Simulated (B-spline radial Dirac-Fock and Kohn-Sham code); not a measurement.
## The M5 (3d5/2) hole of terbium ions: width and yield against charge

These are calculated numbers from a radial B-spline solver; the model is a relativistic independent-particle model: LDA orbitals of the hole state, radiative multipoles to third order, Auger rates from the Coulomb interaction with a continuum orbital, Dirac-Fock energies. Tabulated ground configurations, configuration averages; single configurations, so decays that open only by mixing (as 1s 2s² with 1s 2p² in Be-like ions) are missing and such tiny yields are far too low.

```
 ion          configuration  radiative (eV)  non-radiative (eV)    yield
  Tb           [Xe] 4f9 6s2         0.00901                1.09  0.00818
 Tb⁺           [Xe] 4f9 6s1         0.00902                1.09  0.00819
Tb²⁺               [Xe] 4f9         0.00905                1.09  0.00820
Tb³⁺               [Xe] 4f8         0.00867                1.09  0.00790
Tb⁴⁺               [Xe] 4f7         0.00817                1.08  0.00751
Tb⁵⁺  [Kr] 4d10 4f7 5s2 5p5         0.00825                1.08  0.00758
Tb⁶⁺  [Kr] 4d10 4f8 5s2 5p3         0.00897                1.10  0.00813
Tb⁷⁺  [Kr] 4d10 4f7 5s2 5p3         0.00843                1.08  0.00772
```
